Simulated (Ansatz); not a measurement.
Input:

```yaml
crystal:
  periodic: [false, false, false]
  atoms:
    - { symbol: B, position_ang: [-0.048197, -0.282988, 0.312683] }
    - { symbol: "N", position_ang: [-0.629023, 0.431326, 1.638858] }
    - { symbol: H, position_ang: [-1.55577, 0.814125, 1.580216] }
    - { symbol: H, position_ang: [-0.027683, 1.091402, 2.099163] }
    - { symbol: C, position_ang: [1.434392, 0.23765, -0.065142] }
    - { symbol: H, position_ang: [1.898568, -0.37826, -0.841563] }
    - { symbol: H, position_ang: [1.383157, 1.25746, -0.460847] }
    - { symbol: H, position_ang: [2.125998, 0.264109, 0.784749] }
    - { symbol: C, position_ang: [-1.12919, -0.312789, -0.887393] }
    - { symbol: H, position_ang: [-2.119996, -0.657918, -0.565785] }
    - { symbol: H, position_ang: [-1.263683, 0.684102, -1.320099] }
    - { symbol: H, position_ang: [-0.80752, -0.971551, -1.700293] }
    - { symbol: "N", position_ang: [-0.04232, -1.762225, 1.114406] }
    - { symbol: H, position_ang: [-0.804344, -2.340002, 0.797905] }
    - { symbol: Si, position_ang: [1.371198, -2.711373, 1.541166] }
    - { symbol: H, position_ang: [0.929154, -3.938514, 2.2475] }
    - { symbol: H, position_ang: [2.159185, -3.120466, 0.355542] }
    - { symbol: H, position_ang: [2.234603, -1.920714, 2.445057] }
    - { symbol: H, position_ang: [-0.47243, -0.838076, 1.875379] }
basis:
  gaussian: { orbitals: def2-SVP }
hamiltonian:
  xc: hf
md:
  timestep: 0.5
  n_steps: 200
  ensemble: nve
  temperature: 100.0
  initial_velocities: maxwell_boltzmann
  seed: 3672
```

Run as:

```bash
$ ansatz run input.yaml --threads 4 --pin off --max-ram 5120MiB --backend cpu --events-out ev --progress --plain --runs-dir out
```

Hardware: 4 threads of Arm Neoverse V1, on a shared host.

Question: Roughly how long does this run take, and how much memory?

Answer: 6.4 min, with a peak of 0.43 GiB, for 201 ionic steps.
